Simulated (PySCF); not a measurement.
C4H3OP3.
Cartesian coordinates in Å at the GFN2-xTB level; atoms count from 1:
```xyz
11
C4H3OP3 angstrom
O      3.059    0.792   -0.122
C      2.352   -0.186   -0.040
C      0.899   -0.108   -0.014
P      0.071   -1.642    0.108
C     -1.611   -1.253    0.118
P     -2.523    0.218    0.036
C     -1.348    1.486   -0.075
P      0.379    1.569   -0.116
H      2.780   -1.206    0.019
H     -2.242   -2.137    0.192
H     -1.811    2.469   -0.133
```

Probes without a nucleus sit at each ring's centroid and 1 Å off its mean plane on both sides; NICS is minus the shielding there, NICSzz its component along the normal. Level: GIAO PBE0/pcSseg-1 (PySCF, non-relativistic, gas phase) on the GFN2-xTB geometry, one conformer.

Ring bond lengths (Å), with Mayer bond orders in brackets: C3–P4 1.748 (1.24), P4–C5 1.726 (1.33), C5–P6 1.733 (1.31), P6–C7 1.732 (1.29), C7–P8 1.729 (1.32), P8–C3 1.759 (1.22).

Task: What do the NICS probes read (ppm)?

Result: 
```
             ring                                                 type  NICS(0)  NICS(1), two faces  NICS(1)zz, two faces  rms pucker (Å)  centre to ring atoms, mean (Å)
C3–P4–C5–P6–C7–P8  6-membered ring with 3 P; formal bonds all aromatic     -5.0         -9.1 / -9.1         -21.5 / -21.5            0.00                            1.72
```

Task: What do they say, and how far can they be read as aromaticity?

Result: 
- C3–P4–C5–P6–C7–P8: mean NICS(1)zz -21.5 ppm, shielded.

Task: What does the geometric index give? HOMA takes Krygowski's 1993 parameters.

Result: 
- C3–P4–C5–P6–C7–P8: HOMA 0.80; the largest term is that of P8–C3, α(R − Ropt)² = 0.44.

Task: What is the mean of the two in-plane components of NICS at the first NICS(1) probe listed for ring C3–P4–C5–P6–C7–P8, 1 Å off the ring?

Result: The isotropic value is a third of the trace: (3 × -9.1 − (-21.5))/2 = -2.9 ppm.

Task: List the ring angles and the Hirshfeld charges of the ring atoms.

Result: 
- C3–P4–C5–P6–C7–P8: C3 134.5° (-0.141 e), P4 105.3° (+0.152 e), C5 134.7° (-0.170 e), P6 105.5° (+0.154 e), C7 135.5° (-0.170 e), P8 104.4° (+0.179 e); sum 720.0° against 720° for a flat convex ring.

Task: How shielded are the nuclei of the rings and their hydrogens (means over atoms taken as equivalent)?

Result: 
| atoms | environment | σ isotropic (ppm) | principal values of the symmetric part, first atom (ppm) |
| --- | --- | --- | --- |
| C3 | substituted aromatic carbon | -12.8 | -200.8, -11.6, 173.9 |
| P4 (×2) | phosphorus bonded to 2 C | 5.8 | -417.5, -96.1, 531.2 |
| C5 (×2) | aromatic CH carbon | -2.6 | -212.4, 18.4, 195.6 |
| P6 | phosphorus bonded to 2 C | 32.1 | -339.5, -93.5, 529.3 |
| H10 (×2) | aromatic hydrogen | 20.44 | 14.9, 20.4, 26.3 |
